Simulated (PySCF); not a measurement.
Induced dipoles and field energies

Species: C8H10FN.
Structure used (PBE0-D3(BJ)/def2-SVP), in Å, numbered top down from 1:
```xyz
20
C8H10FN angstrom
C     -2.1810   -0.5977   -0.8114
N     -1.3044   -0.1257    0.2260
C     -1.8491    0.3505    1.4685
C      0.0450   -0.0248   -0.0113
C      0.6068   -0.4141   -1.2496
C      1.9756   -0.3128   -1.4677
C      2.8420    0.1742   -0.4908
C      2.2781    0.5596    0.7181
F      3.0715    1.0368    1.6803
C      0.9191    0.4753    0.9779
H     -1.8991   -1.6069   -1.1592
H     -2.1933    0.0687   -1.6946
H     -3.2048   -0.6577   -0.4221
H     -2.9338    0.1877    1.4765
H     -1.4257   -0.1844    2.3375
H     -1.6683    1.4308    1.6221
H     -0.0279   -0.7963   -2.0474
H      2.3797   -0.6228   -2.4345
H      3.9174    0.2611   -0.6473
H      0.5669    0.8015    1.9548
```

Level: wB97X-D/def2-SVPD (PySCF); nuclei fixed, core orbitals frozen in the response. Permanent dipole (-3.144, -0.644, -0.752) D (1 au = 2.5417 D). Static polarisability (au):

```
x   138.22   6.90  -5.51
y     6.90  73.18  14.01
z    -5.51  14.01 105.29
```

Only the terms in μ and α are kept: μ(F) = μ + αF and ΔE = −μ·F − ½ F·αF.

Problem. A field of 0.002 au (0.103 V/Å) is applied along each axis in both senses. Find the induced dipole, the size of the total dipole and the two energy terms.

Solution. 
```csv
field along,induced x (D),induced y (D),induced z (D),total size (D),−μ·F (kJ/mol),−½F·αF (kJ/mol)
+x,0.703,0.035,-0.028,2.634,+6.495,-0.726
−x,-0.703,-0.035,0.028,3.973,-6.495,-0.726
+y,0.035,0.372,0.071,3.194,+1.330,-0.384
−y,-0.035,-0.372,-0.071,3.438,-1.330,-0.384
+z,-0.028,0.071,0.535,3.231,+1.554,-0.553
−z,0.028,-0.071,-0.535,3.446,-1.554,-0.553
```

Problem. For the field (0.0002, -0.0016, 0.0000) au, what is the induced dipole, and what angle does it make with the field?

Solution. αF = (0.042, -0.294, -0.060) D, at 11.4° to the field. The polarisability along this direction, F·αF/F², is 72.48 au, against a mean of 105.56 au.

Problem. Which field along μ doubles the dipole in that direction (linear response)?

Solution. The polarisability along the dipole is 135.45 au, so F = 1.2968 au / 135.45 au = 0.0096 au = 0.49 V/Å; higher-order terms are ignored.

Problem. What field makes μF equal to kT at 100 K?

Solution. kT = 0.3167 × 10⁻³ Eh, so F = 0.000244 au = 1.26 MV/cm.

Problem. A unit point charge sits 20 Å away. Estimate the induction energy −αe²/2R⁴ with the mean polarisability, treating the molecule as a point.

Solution. R = 37.79 bohr, so the energy is −105.6/(2 × 37.79⁴) Eh = -0.0679 kJ/mol. The charge–dipole term at its most favourable orientation, −μe/R², is -2.38 kJ/mol.

Isolated species at its PBE0-D3(BJ)/def2-SVP geometry, gas phase.

These values come from a run that also computed excited states and ΔSCF ions. Hardware: Intel Xeon at 2.70 GHz, one thread, on a shared host. Cost: 4.6 min wall, 1.4 GiB resident at most.

wB97X-D is run here without its empirical dispersion term; that term would change no orbital, density or response property at a fixed geometry.
